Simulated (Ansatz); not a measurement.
Reaction (isomerisation): `CBC=O` → `CC1BO1`

Program: Ansatz. Geometries: PBE0-D4/def2-TZVP. ΔE: electronic, gas phase. CBS: MP2 limit from def2 TZ/QZ plus the TZ coupled-cluster correction, frozen cores. DFT in def2-TZVPP. B3LYP here is the variant with VWN-RPA as its local correlation; programs differ in this. One conformer a species, not always the lowest.

`CBC=O`:

Z-matrix (Å, degrees):
```
C
B 1 1.550
H 1 1.103 2 105.1
H 1 1.091 2 114.7 3 117.0
H 1 1.092 2 113.6 3 -115.0
C 2 1.573 1 121.7 3 -98.2
H 2 1.199 1 121.5 3 82.8
O 6 1.214 2 116.5 1 -86.3
H 6 1.117 2 124.0 1 94.7
```

`CC1BO1`:

Cartesian coordinates in Å:
```
C 0.274 0.491 -0.987
C 0.283 0.095 0.456
B -0.545 -1.020 1.055
O -1.054 0.203 1.150
H 1.228 0.215 -1.444
H -0.521 -0.011 -1.541
H 0.146 1.571 -1.106
H 1.057 0.573 1.054
H -0.868 -2.118 1.362
```

Problem. Is it downhill or uphill in electronic energy at CCSD(T)/CBS, and by how much? (Best estimate.)

Solution. Ansatz gave: Downhill: ΔE = -0.64 eV.

Problem. What do these levels give: r2SCAN-D4, B3LYP-D4, BHLYP-D4, CAM-B3LYP-D4, ωB97X-V, PBE-QIDH, r2SCAN0, BHLYP, RPA@PBE/def2-TZVPP, MP2/def2-SVP, CCSD/def2-TZVPP, CCSD/CBS(def2)? (Estimate.)

Solution. The calculation gave: r2SCAN-D4 -0.65, B3LYP-D4 -0.52, BHLYP-D4 -0.52, CAM-B3LYP-D4 -0.60, ωB97X-V -0.64, PBE-QIDH -0.71, r2SCAN0 -0.68, BHLYP -0.52, RPA@PBE/def2-TZVPP -0.61, MP2/def2-SVP -0.72, CCSD/def2-TZVPP -0.58, CCSD/CBS(def2) -0.61 eV.

Largest T1 diagnostic among the species: 0.016.

Leaving LDA and LC-ωPBE aside and taking each functional with its dispersion term where it has one, the values, not all of them listed here, spread over 0.23 eV, from PBE-QIDH to BLYP-D4. LDA lies −0.25 eV from PBE without D4. In def2-TZVPP, CCSD(T) changes the Hartree–Fock value by −0.30 eV (the triples alone add −0.03 eV) and MP2 by −0.41 eV. From BLYP to BHLYP (50 % exact exchange), in def2-TZVPP and without D4, ΔE moves by −0.05 eV.
